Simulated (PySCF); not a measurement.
**Bonding in `F/C=C(/[SiH3])C[SiH2]S[SiH3]`**

Species: C₃H₁₁FSSi₃.
Atom-mapped SMILES: `[F:1]/[CH:2]=[C:3](/[SiH3:4])[CH2:5][SiH2:6][S:7][SiH3:8]` (hydrogens: H9 on C2; H10, H11, H12 on Si4; H13, H14 on C5; H15, H16 on Si6; H17, H18, H19 on Si8)

Cartesian coordinates in Å at the GFN2-xTB level; atoms count from 1:
```xyz
19
C3H11FSSi3 angstrom
F     -2.4024   -2.1996   -0.2102
C     -2.5462   -0.8504   -0.2589
C     -1.7719   -0.0306    0.4339
Si    -2.0104    1.8366    0.3157
C     -0.6789   -0.5722    1.3006
Si     0.8593   -1.0168    0.2731
S      1.9316    0.8230   -0.0384
Si     3.6008    0.2141   -1.2357
H     -3.3554   -0.5651   -0.9120
H     -2.4104    2.3175    1.6419
H     -3.0703    2.1072   -0.6569
H     -0.7536    2.4554   -0.0904
H     -1.0173   -1.4839    1.7957
H     -0.4154    0.1516    2.0712
H      0.5150   -1.5629   -1.0354
H      1.7345   -1.9325    1.0035
H      3.0922   -0.4556   -2.4257
H      4.4217   -0.6954   -0.4469
H      4.2671    1.4687   -1.5325
```

Bond orders from the PBE0/pcSseg-1 density (PySCF). One conformer (not necessarily the lowest) at the GFN2-xTB geometry, without solvent, vibrations or thermal averaging.

Q: How far do the computed orders between heavy atoms stray from the drawn ones?

A: The largest departure is 0.144, at C3–Si4 (drawn single, 0.856) and C2–C3 (drawn double, 1.859). Drawn single, order below 0.88: C3–Si4 (0.856).

Q: Set the Mayer orders of the bonds beside their lengths.

A: 
| bond | drawn as | length (Å) | Mayer order |
| --- | --- | --- | --- |
| F1–C2 | single | 1.358 | 0.944 |
| C2–C3 | double | 1.323 | 1.859 |
| C3–Si4 | single | 1.886 | 0.856 |
| C3–C5 | single | 1.496 | 1.028 |
| C5–Si6 | single | 1.902 | 0.890 |
| Si6–S7 | single | 2.152 | 0.953 |
| S7–Si8 | single | 2.143 | 0.945 |
| C2–H9 | single | 1.078 | 0.975 |
| Si4–H10 | single | 1.466 | 0.937 |
| Si4–H11 | single | 1.464 | 0.943 |
| Si4–H12 | single | 1.459 | 0.942 |
| C5–H13 | single | 1.091 | 0.938 |
| C5–H14 | single | 1.090 | 0.940 |
| Si6–H15 | single | 1.459 | 0.928 |
| Si6–H16 | single | 1.462 | 0.920 |
| Si8–H17 | single | 1.457 | 0.923 |
| Si8–H18 | single | 1.457 | 0.923 |
| Si8–H19 | single | 1.451 | 0.948 |

By pair of heavy elements: C–C: lowest C3–C5 (1.028, 1.496 Å), highest C2–C3 (1.859, 1.323 Å). C–Si: lowest C3–Si4 (0.856, 1.886 Å), highest C5–Si6 (0.890, 1.902 Å); in 1 of the 1 pairs the longer bond (by over 0.003 Å) has the higher order (by 0.02 or more). S–Si: all 2 within 0.02 of one another (0.945 to 0.953).

Q: Sum the orders of all bonds at each heavy atom with more than one neighbour and set the sums beside the valence in the SMILES.

A: C2 3.778 (drawn 4), C3 3.743 (drawn 4), Si4 3.678 (drawn 4), C5 3.796 (drawn 4), Si6 3.691 (drawn 4), S7 1.898 (drawn 2), Si8 3.739 (drawn 4). Orders between atoms that aren't bonded are not in these sums.

Mayer orders depend on the basis set.
